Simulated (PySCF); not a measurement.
# UHF on N⁺ (nitrogen, charge +1)

Configuration: [He] 2s2 2p2, high-spin 3P determinant. All numbers are calculated (PySCF 2.14, the spin-free X2C one-electron Hamiltonian (Gaussian nucleus), in aug-cc-pVDZ-DK (4s3p2d, 23 functions)).

| Quantity | Value |
| --- | --- |
| Total energy | -53.910695 hartree |
| One-electron energy | -70.0482 hartree |
| Hartree (Coulomb) energy | 22.3454 hartree |
| Exchange energy | -6.2079 hartree |
| ⟨S²⟩ | 2.0065 |
| ⟨L²⟩ | 2.011 |
| Sum of ⟨r⟩ | 5.472 bohr |
| Sum of ⟨r²⟩ | 7.862 bohr² |
| Traceless quadrupole moment −½Σ⟨3z² − r²⟩ along its main axis | 0.782 e·bohr² |
| Langevin diamagnetic susceptibility | -6.23 ×10⁻⁶ cm³/mol |
| Time after the integrals | 0.06 s of wall time on 1 thread of Neoverse-V1 (shared host) |

```csv
shell,electrons,mean orbital energy (eV),"rms radius, mean of both spins (bohr)"
1s α,1,-444.67,0.265
1s β,1,-442.62,0.265
2s α,1,-44.234,1.38
2s β,1,-35.646,1.38
2p α,2,-30.345,1.40
```
